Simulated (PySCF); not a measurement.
CH7GeNO, SMILES [OH][GeH2][NH]C.

Coordinates come from a ωB97X-D3(BJ)/def2-SVP optimisation. This is a generated structure with no PubChem entry under its InChIKey; it may be hypothetical. The values are those of a single conformer.

All values below come from B3LYP/def2-TZVP (PySCF).

The molecule is in vacuum.

| Quantity | Value |
|---|---|
| total energy | -2249.44297 hartree |
| highest occupied level | -6.54 eV |
| lowest empty level | 0.25 eV |
| orbital gap | 6.79 eV |
| dipole moment | 2.03 D |
| quadrupole, principal values (traceless, Buckingham form, about the centre of nuclear charge) | -6.74, 0.87, 5.86 D·Å |
| mean static polarisability | 53.7 bohr³ (7.96 Å³) |
| polarisability, principal values | 49.4, 50.4, 61.3 bohr³ |
